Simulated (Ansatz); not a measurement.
Program: Ansatz 0.2.0.

A structure relaxed at PBE0-D4/def2-TZVP, charge 0, multiplicity 2:

```xyz
10

C     1.907    1.143   -1.091
Ga   -0.028    0.634   -1.082
O    -0.478   -0.343    0.366
Si   -1.736   -1.091    1.078
H     2.173    1.716   -1.977
H     2.486    0.218   -1.047
H     2.093    1.728   -0.188
H    -2.994   -0.927    0.292
H    -1.460   -2.548    1.210
H    -1.964   -0.530    2.438
```

Problem. Give its formula and SMILES.

Solution. CH6GaOSi, `[CH3][Ga][O][SiH3]`.

Problem. Point group (tolerance 0.08 Å, 0.16 Å for H)?

Solution. Cs.

Problem. Summarise the bond lengths by kind.

Solution. 1 × C–Ga 2.001 Å; 3 × C–H 1.088 to 1.092 Å; 1 × Ga–O 1.804 Å; 1 × O–Si 1.628 Å; 3 × H–Si 1.489 to 1.492 Å.
